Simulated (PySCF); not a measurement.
Compound: C₇H₈N (doublet state).
Z-matrix (Å and degrees, PBE0-D3(BJ)/def2-SVP geometry), rows numbered from 1:
```
C 
C   1  1.4914
C   2  1.5141  1  111.06
C   3  1.3977  2  121.47  1   -86.64
C   4  1.3935  3  119.19  2   177.72
N   5  1.3307  4  123.73  3    -0.18
C   6  1.3303  5  117.21  4     0.13
C   7  1.3938  6  123.63  5    -0.11
H   1  1.0929  2  120.21  3   -81.63
H   1  1.0929  2  120.26  3    82.36
H   2  1.1019  1  110.26  3   120.75
H   2  1.1020  1  110.34  3  -120.87
H   4  1.0933  3  120.69  2    -2.63
H   5  1.0965  4  119.85  3   179.72
H   7  1.0966  6  116.49  5   179.79
H   8  1.0933  3  120.62  2     2.64
```

The hyperfine couplings belong to this conformer and change with its torsions.

The species is `[CH2]Cc1ccncc1` [radical].

Method used: UKS B3LYP, IGLO-III on C N, pcH-1 on H, non-relativistic, mean-field spin-orbit, GIAO in PySCF. One conformer (not necessarily the lowest) at the PBE0-D3(BJ)/def2-SVP geometry, without solvent, vibrations or thermal averaging. Stability of the SCF solution: not tested.

Principal values of hyperfine tensors in MHz (contact and dipolar terms together), for some of the nuclei:

```
atom  isotope      A1      A2      A3
  C1      13C   23.77   24.55  259.99
  C3      13C   70.34   71.07   87.82
 H10       1H  -98.52  -61.33  -21.98
 H11       1H   29.48   30.03   43.93
 H12       1H   28.27   28.85   42.69
  C2      13C  -30.31  -27.62  -25.35
 H15       1H    0.50    0.74    2.22
 H14       1H    0.42    0.64    2.18
```

Q: Give the isotropic coupling of each nucleus in MHz and in mT (g = 2.0026), and the anisotropic part.

A: a_iso is a third of the trace, T = A − a_iso, and a(mT) = a(MHz)/(g × 13.996).

```tsv
atom	a_iso (MHz)	a_iso (mT)	T1	T2	T3
C1	102.77	3.667	-79.00	-78.22	157.22
C3	76.41	2.726	-6.07	-5.34	11.41
H10	-60.61	-2.162	-37.91	-0.72	38.63
H11	34.48	1.230	-5.00	-4.45	9.45
H12	33.27	1.187	-5.00	-4.42	9.42
C2	-27.76	-0.990	-2.55	0.14	2.41
H15	1.15	0.041	-0.65	-0.41	1.07
H14	1.08	0.039	-0.66	-0.44	1.10
```

Q: What spin density at the nucleus of H11 lies behind its contact coupling (g_N = 5.58569)?

A: a_FC = (2μ0/3) gₑ μB g_N μN ρ(0)/(2S·h) = 800.24 MHz × g_N × ρ(0)/(2S), with ρ in bohr⁻³. With a_FC = 34.48 MHz and 2S = 1, ρ(0) = 0.007714 bohr⁻³. In magnitude that is 2.4 % of the 1/π = 0.318 of a free hydrogen atom.

Q: H9 (1H, g_N = 5.58569) isn't in the table. Its spin density at the nucleus is -0.01354 bohr⁻³. What is its contact coupling?

A: By the same relation, a_FC = -60.5 MHz. Its full tensor has the principal values -98.42, -61.26, -21.89 MHz.

Q: Which nucleus of the table has the largest anisotropic coupling, and what is its form?

A: C1: -79.0, -78.2, 157.2 MHz, axial, in the ratio −1:−1:+2, the form that spin in one p orbital centred on that nucleus gives.

Q: What first-order splitting does H10 cause when the field lies along A1, A2 or A3 of its tensor (g taken as isotropic, no quadrupole term)?

A: 2 lines (I = 1/2), spaced by |A_i|/(g × 13.996): 3.51, 2.19, 0.78 mT along the axes of A1, A2 and A3.
